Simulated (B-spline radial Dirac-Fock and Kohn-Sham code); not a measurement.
Elastic and transport cross sections of nitrogen for electrons

Method: relativistic (Dirac) partial waves in the static field of the Dirac-Fock atom with Furness-McCarthy exchange, without polarisation or absorption potentials. Computed with a radial finite-basis atomic code. Below a few hundred eV the neglected polarisation potential matters, most of all at small angles. σ_tr1 and σ_tr2 weight the cross section with 1 − P₁ and 1 − P₂ of cos θ; "backward" is the share scattered beyond 90°.

```tsv
energy (eV)	σ (a₀²)	σ_tr1 (a₀²)	σ_tr2 (a₀²)	σ/σ_tr1	backward (%)
50	15.5	11.1	8.16	1.39	34
54.4	14.6	10.3	7.67	1.43	33
56.8	14.2	9.82	7.44	1.45	33
61.1	13.5	9.11	7.08	1.49	32
66.6	12.8	8.31	6.68	1.54	31
100	9.77	5.20	5.09	1.88	25
117	8.82	4.28	4.55	2.06	22
141	7.82	3.37	3.92	2.32	19
182	6.64	2.39	3.13	2.77	14
200	6.25	2.10	2.86	2.97	13
209	6.07	1.98	2.74	3.07	12
272	5.11	1.36	2.08	3.75	9.0
299	?	?	?	?	?
300	4.79	1.18	1.86	4.05	8.0
420	3.80	0.714	1.24	5.32	5.2
500	3.36	0.546	0.984	6.15	4.2
813	2.32	0.251	0.496	9.23	2.3
864	2.21	0.227	0.453	9.72	2.1
```

Question: Fill in the row for 299 eV.

Answer: σ = 4.80 a₀², σ_tr1 = 1.19 a₀², σ_tr2 = 1.87 a₀², σ/σ_tr1 = 4.04, backward 8.0 %. The ratio σ/σ_tr1 is roughly the number of elastic collisions that randomise the direction.
